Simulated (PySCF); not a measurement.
# Deuteron quadrupole couplings in `CO[SiH2]/C=C(/[SiH2]Cl)C(C)=O`

C5H11ClO2Si2.
Numbering: `[CH3:1][O:2][SiH2:3]/[CH:4]=[C:5](/[SiH2:6][Cl:7])[C:8]([CH3:9])=[O:10]` (hydrogens: H11, H12, H13 on C1; H14, H15 on Si3; H16 on C4; H17, H18 on Si6; H19, H20, H21 on C9)

Geometry (GFN2-xTB, Å), atoms numbered from 1 in this order:
```
atom  x, y, z in Å
C1     3.9320    0.1352    0.2606
O2     3.0163   -0.5218   -0.5526
Si3    1.4936   -1.0388   -0.2303
C4     0.4208    0.4997    0.0574
C5    -0.9199    0.4202    0.1076
Si6   -2.0204    1.9328    0.3546
Cl7   -3.1558    2.2325   -1.2923
C8    -1.4457   -0.9417   -0.0499
C9    -2.9325   -1.1357   -0.0668
O10   -0.6821   -1.8863   -0.1646
H11    4.1396   -0.4476    1.1624
H12    4.8588    0.2656   -0.3007
H13    3.5589    1.1182    0.5636
H14    1.3218   -1.6379   -1.5412
H15    1.5198   -1.7950    1.0244
H16    0.8915    1.4679    0.1634
H17   -1.1838    3.1161    0.5365
H18   -2.9216    1.7610    1.4953
H19   -3.1682   -2.1923   -0.1667
H20   -3.3697   -0.7483    0.8511
H21   -3.3621   -0.5871   -0.9028
```

Level: PBE0/pcSseg-1 (PySCF, non-relativistic); Q(2H) = 0.00286 b; rigid geometry, the same for H and D, with no vibrational averaging.

Question: Rank these positions by the coupling χzz of a deuteron there, largest first.
A. H13 (methyl hydrogen)
B. H16 (vinylic hydrogen)
C. H15 (Si–H hydrogen)
D. H19 (methyl hydrogen)
E. H14 (Si–H hydrogen)

Answer: B (218 kHz), D (209 kHz), A (200 kHz), E (116 kHz), C (108 kHz).

Question: Give the electric field gradient Vzz (the principal value of largest size), its asymmetry and the 2H coupling at each hydrogen.

Answer: 
```csv
atom,bonded to,bond length (Å),Vzz (au),η,χzz (kHz)
H11,C1,1.094,0.2965,0.07,199
H12,C1,1.091,0.3014,0.06,203
H13,C1,1.094,0.2973,0.08,200
H14,Si3,1.452,0.1726,0.03,116
H15,Si3,1.465,0.1614,0.01,108
H16,C4,1.082,0.3251,0.01,218
H17,Si6,1.461,0.1603,0.02,108
H18,Si6,1.464,0.1588,0.00,107
H19,C9,1.087,0.3112,0.01,209
H20,C9,1.088,0.3115,0.04,209
H21,C9,1.088,0.3066,0.03,206
```

Question: Average by the element that carries the hydrogen.

Answer: on C: 206 kHz over 7 positions, mean bond length 1.089 Å; on Si: 110 kHz over 4 positions, mean bond length 1.460 Å.

Question: How does χzz go with the bond length over the 7 C–H bonds?

Answer: A straight-line fit has a slope of -15.5 kHz for each 0.01 Å, with a correlation coefficient of -0.99, over lengths from 1.082 to 1.094 Å. The longer bonds have the smaller couplings here.

The structure is a single GFN2-xTB conformer in the gas phase; no vibrational or solvent corrections. GFN2-xTB bond lengths can be off by several hundredths of an ångström, more for odd bonds, and the gradients follow them. A larger basis could move these couplings by a tenth or more.

These values come from a run that also computed NMR shieldings. On an Arm Neoverse N1 with one thread, no GPU, on a shared host, this took 2.0 min (with the writing of density and orbital grids) and 1.2 GiB of memory at its peak.
